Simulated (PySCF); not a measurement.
Computed with TPSSh-D3(BJ)/def2-TZVP // r2SCAN-D4/def2-SVP (PySCF). All species are isolated molecules in the gas phase. One relaxed conformer stands for a flexible species; it need not be the lowest. 

Reference species: [Y(Cl)3] (neutral, multiplicity 1).

```json
{
  "mean_distance_from_the_central_atom_to_its_bonded_neighbours": "2.443 Å",
  "HOMO": "-8.39 eV",
  "coordination_number": "3"
}
```

Changed species: [Y(Cl)(OH)2] (2 of 3 Cl replaced by OH; the reference has 0 of 3 Cl replaced by OH).

### Question
Predict the effect on the mean distance from the central atom to its bonded neighbours, HOMO and coordination number.

### Answer
the mean distance from the central atom to its bonded neighbours decreases by 0.270 Å, to 2.173 Å; the HOMO increases by 0.94 eV, to -7.45 eV; the coordination number hardly moves.
